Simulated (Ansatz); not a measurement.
Reaction (atomization): `[CH3][In]([F])[C]#N` → 2 C• + F• + 3 H• + In• + N•

Calculated with Ansatz (gas phase, PBE0-D4/def2-TZVP geometries, no zero-point term in ΔE). CBS: MP2 limit from def2 TZ/QZ plus the TZ coupled-cluster correction, frozen cores. This one scheme is used for every species, atoms too. DFT in def2-TZVPP. No spin–orbit coupling; open shells (•) take unrestricted orbitals. Spin–orbit coupling would lower the free atoms: a little for C, F; strongly for In. Elements past krypton have def2 core potentials. Bonds to In are less sure, by a few kJ/mol each and by 10 to 20 or more in all where they break to atoms, as the def2 sets lack core-valence functions.

CCSD(T)/CBS gives +31.74 eV.

Question: Another level gave +31.50 eV. Which?
A. LDA (SPW92)/def2-TZVPP
B. revPBE/def2-TZVPP
C. r2SCAN/def2-TZVPP
D. PBE-D4/def2-TZVPP

Answer: C. r2SCAN 31.50, LDA (SPW92) 36.49, PBE-D4 32.58, revPBE 31.18 eV.

Largest T1 diagnostic among the species: 0.015.

At CCSD(T), def2-SVP lies −1.97 eV from the extrapolated value and def2-TZVPP −0.93 eV: correlation converges slowly with the basis, and small sets miss more of it in the bonded molecule than in its fragments. Leaving LDA and LC-ωPBE aside and taking each functional with its dispersion term where it has one, the values, not all of them listed here, spread over 2.51 eV, from BHLYP-D4 to PBE-D4. LDA lies +4.06 eV from PBE without D4, its usual overbinding.

For atomizations the MP2-based limit and the directly extrapolated one differ by several kJ/mol either way, and by 10 to 25 for some Ge, Se and Sn compounds, so smaller differences from it don't rank the levels.
